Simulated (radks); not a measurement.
Initial-state core-level shifts of the europium ion Eu2+ when its valence configuration changes from [Xe] 4f7. Method: non-relativistic Kohn-Sham, BLYP, spin-polarised, spherical densities, point nucleus; open shells are filled with parallel spins first (spin-orbit coupling, left out, can overturn this in heavy ions); relativity is left out, which matters for an element this heavy; computed with a radial shooting solver on a logarithmic mesh with Libxc functionals. Shifts are changes of the shell-averaged eigenvalues in eV (positive: less bound); the change of the density at the nucleus, which sets a Mossbauer isomer shift, is in e/bohr^3, on a base of 1.779e+05.

| valence | 3s | 4p | 4d | 5p | density at nucleus |
|---|---|---|---|---|---|
| 4f5 6p2 | -28.158 | -25.739 | -25.174 | -13.379 | +23.58 |
| 4f6 5d1 | -9.217 | -8.237 | -7.974 | -2.966 | +9.01 |
| 4f5 5d2 | -19.537 | -17.174 | -16.599 | -5.854 | +19.36 |
| 4f4.5 6s0.5 6p2 | -35.700 | -32.370 | -31.630 | -16.355 | +37.53 |
| 4f6 6p1 | -13.269 | -12.300 | -12.047 | -6.661 | +10.75 |
| 4f6 6s1 | -12.332 | -11.359 | -11.107 | -5.770 | +21.76 |
| 4f5 5d1 6s1 | -22.895 | -20.511 | -19.942 | -8.781 | +33.25 |
| 4f5.5 6s1 6p0.5 | -19.618 | -17.985 | -17.583 | -9.162 | +28.79 |
| 4f4 5d3 | -30.799 | -26.625 | -25.704 | -8.639 | +30.87 |
